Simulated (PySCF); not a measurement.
A homologous series of growing length: silicon-germanium chain methyl/methyl. All species are isolated molecules in the gas phase. One relaxed conformer stands for each flexible species; it need not be the lowest. Strings in code marks are SMILES.

The HOMO from two functionals at the same geometries (B3LYP-D3(BJ)/def2-SVP), both in PySCF: PBE-D3(BJ)/def2-TZVP and M06-2X/def2-TZVP. 

| species | M06-2X/def2-TZVP (eV) |
|---|---|
| n = 1 (`[SiH2]([GeH2][CH3])C` (C–Si–Ge–C torsion 179°)) | -8.62 |
| n = 2 (`C[SiH2][GeH2][SiH2][GeH2][CH3]`) | -8.10 |
| n = 3 (`[SiH2]([GeH2][CH3])[GeH2][SiH2][GeH2][SiH2]C`) | -7.81 |

**Question.** What does PBE-D3(BJ)/def2-TZVP give for each?

**Answer.** 
- n = 1 (`[SiH2]([GeH2][CH3])C` (C–Si–Ge–C torsion 179°)): -6.55
- n = 2 (`C[SiH2][GeH2][SiH2][GeH2][CH3]`): -6.24
- n = 3 (`[SiH2]([GeH2][CH3])[GeH2][SiH2][GeH2][SiH2]C`): -6.06
Over these rows, drawn at random from the members with no instability flagged (it was tested for open shells, ions and some series alone), PBE minus M06-2X: mean +1.89 eV, from +1.75 eV to +2.07 eV.
